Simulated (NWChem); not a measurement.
System: C2H8N2Si; SMILES C/N=C/[SiH2]N

NWChem input:

```
start job
memory heap 200 mb stack 900 mb global 1100 mb
geometry units angstroms noautoz
  C     -0.231369     2.636085     0.015056
  N     -0.332004     1.204602    -0.031054
  C      0.715698     0.494950     0.082856
  Si     0.525810    -1.389341     0.006490
  N     -1.175383    -1.629773     0.043078
  H     -0.648543     3.061279    -0.912571
  H     -0.857524     3.018930     0.837627
  H      0.804061     3.008643     0.147898
  H      1.713027     0.975199     0.215670
  H      1.231801    -1.886615    -1.224503
  H      1.249608    -2.003501     1.165861
  H     -1.705484    -0.775868    -0.118009
  H     -1.639467    -2.458314    -0.303935
end
basis spherical
  * library 6-31+g*
end
dft
  xc pbe0
  iterations 150
  mulliken
end
task dft gradient
```

Parts of the log:

```
             Northwest Computational Chemistry Package (NWChem) 7.3.0
             --------------------------------------------------------

 C1  symmetry detected

                             Geometry "geometry" -> ""
                             -------------------------

 Output coordinates in angstroms (scale by  1.889725989 to convert to a.u.)

  No.       Tag          Charge          X              Y              Z
 ---- ---------------- ---------- -------------- -------------- --------------
    1 C                    6.0000    -0.19726364     2.65319801     0.00334683
    2 N                    7.0000    -0.31590950     1.22291016    -0.03661485
    3 C                    6.0000     0.72616814     0.50119684     0.04978549
    4 Si                  14.0000     0.51216232    -1.38087603    -0.01688542
    5 N                    7.0000    -1.19005508    -1.60118068     0.06752811
    6 H                    1.0000    -0.63506953     3.08141811    -0.91331532
    7 H                    1.0000    -0.79576519     3.04503742     0.84210853
    8 H                    1.0000     0.84575551     3.01379990     0.10649271
    9 H                    1.0000     1.73236479     0.96993075     0.15371152
   10 H                    1.0000     1.17776129    -1.88889426    -1.26586259
   11 H                    1.0000     1.26068476    -2.00119617     1.12334888
   12 H                    1.0000    -1.71438957    -0.74141550    -0.08075207
   13 H                    1.0000    -1.67328949    -2.42489121    -0.26452256

 Effective nuclear repulsion energy (a.u.)     222.3060846654

                                 NWChem DFT Module
                                 -----------------

 Summary of "ao basis" -> "ao basis" (spherical)
 ------------------------------------------------------------------------------
       Tag                 Description            Shells   Functions and Types
 ---------------- ------------------------------  ------  ---------------------
 C                          6-31+g*                  8       18   4s3p1d
 N                          6-31+g*                  8       18   4s3p1d
 Si                         6-31+g*                 10       22   5s4p1d
 H                          6-31+g*                  2        2   2s

            General Information
            -------------------
          SCF calculation type: DFT
          Wavefunction type:  closed shell.
          No. of atoms     :    13
          No. of electrons :    48
           Alpha electrons :    24
            Beta electrons :    24
          Charge           :     0
          Spin multiplicity:     1
          Use of symmetry is: off; symmetry adaption is: off
          Maximum number of iterations: 150
          AO basis - number of functions:   110
                     number of shells:    58
          Convergence on energy requested:  1.00D-06
          Convergence on density requested:  1.00D-05
          Convergence on gradient requested:  5.00D-04

              XC Information
              --------------
                         PBE0 Method XC Functional
                     Hartree-Fock (Exact) Exchange  0.250
          PerdewBurkeErnzerhof Exchange Functional  0.750
            Perdew 1991 LDA Correlation Functional  1.000 local
           PerdewBurkeErnz. Correlation Functional  1.000 non-local

             Grid Information
             ----------------
          Grid used for XC integration:  medium
          Radial quadrature: Mura-Knowles
          Angular quadrature: Lebedev.
          Tag              B.-S. Rad. Rad. Pts. Rad. Cut. Ang. Pts.
          ---              ---------- --------- --------- ---------
          C                   0.70       49          15.0       434
          N                   0.65       49          14.0       434
          Si                  1.10       88          14.0       590
          H                   0.35       45          15.0       434
          Grid pruning is: on
          Number of quadrature shells:   644
          Spatial weights used:  Erf1

      Superposition of Atomic Density Guess
      -------------------------------------

 Sum of atomic energies:        -476.72190594

      Non-variational initial energy
      ------------------------------

 Total energy =    -479.433679
 1-e energy   =   -1093.994750
 2-e energy   =     392.254986
 HOMO         =      -0.294552
 LUMO         =      -0.037218

     ---------------------------------------------
      Total Density - Mulliken Population Analysis
     ---------------------------------------------

[...]

                         DFT ENERGY GRADIENTS

    atom               coordinates                        gradient
                 x          y          z           x          y          z
   1 C      -0.372774   5.013817   0.006325   -0.000362  -0.008783  -0.000219
   2 N      -0.596982   2.310965  -0.069192    0.003833   0.001246   0.000303
   3 C       1.372259   0.947125   0.094081   -0.006500   0.000656  -0.000507
   4 Si      0.967846  -2.609477  -0.031909   -0.004869   0.000330   0.000323
   5 N      -2.248878  -3.025793   0.127610    0.001757  -0.000371   0.000644
   6 H      -1.200107   5.823036  -1.725916   -0.001642   0.002103  -0.002670
   7 H      -1.503778   5.754286   1.591354   -0.002111   0.001979   0.002415
   8 H       1.598246   5.695256   0.201242    0.002862   0.001484   0.000285
   9 H       3.273695   1.832903   0.290473    0.003995   0.001636   0.000356
  10 H       2.225646  -3.569493  -2.392133    0.001353  -0.000450  -0.001764
  11 H       2.382349  -3.781712   2.122822    0.001602  -0.000770   0.001500
  12 H      -3.239727  -1.401072  -0.152599    0.000580   0.002582  -0.000188
  13 H      -3.162059  -4.582380  -0.499875   -0.000498  -0.001643  -0.000477
```

Level: PBE0/6-31+G* (spherical d). The geometry was optimised at PBE0/def2-SVP.
